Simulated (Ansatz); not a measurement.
Consider the hydrogenolysis of a C–C bond: `CCCCC(C)Cl` + H₂ → `CCCCCCl` + CH₄.

Program: Ansatz. Geometries: PBE0-D4/def2-TZVP. ΔE: electronic, gas phase. CBS: MP2 limit from def2 TZ/QZ plus the TZ coupled-cluster correction, frozen cores. This one scheme is used for every species. Functionals use def2-TZVPP. Each species was taken in one conformer, which may not be the lowest.

Q: Is it downhill or uphill in electronic energy at CCSD(T)/CBS, and by how much? (Estimate.)

A: Computed: Downhill: ΔE = -56.8 kJ/mol.

Q: What do these levels give: ωB97X-V, B2PLYP, revPBE, LC-ωPBE, CCSD(T)/def2-SVP, MP2/def2-TZVPP? (Estimate.)

A: Computed: ωB97X-V -59.8, B2PLYP -67.3, revPBE -72.6, LC-ωPBE -67.4, CCSD(T)/def2-SVP -56.5, MP2/def2-TZVPP -53.2 kJ/mol.

Largest T1 diagnostic among the species: 0.009.

The D4 term adds +12.3 kJ/mol with B3LYP and +6.9 kJ/mol with PBE0; it sums over pairs of atoms, weighted by their polarisabilities, and B3LYP, whose exchange is more repulsive, gets the larger term. In def2-TZVPP, CCSD(T) changes the Hartree–Fock value by +26.0 kJ/mol (the triples alone add +5.1 kJ/mol) and MP2 by +31.1 kJ/mol. Leaving LDA and LC-ωPBE aside and taking each functional with its dispersion term where it has one, the values, not all of them listed here, spread over 15.3 kJ/mol, from B2PLYP to revPBE-D4. LDA lies +15.2 kJ/mol from PBE without D4.

B3LYP here is the variant with VWN-RPA as its local correlation; programs differ in this.
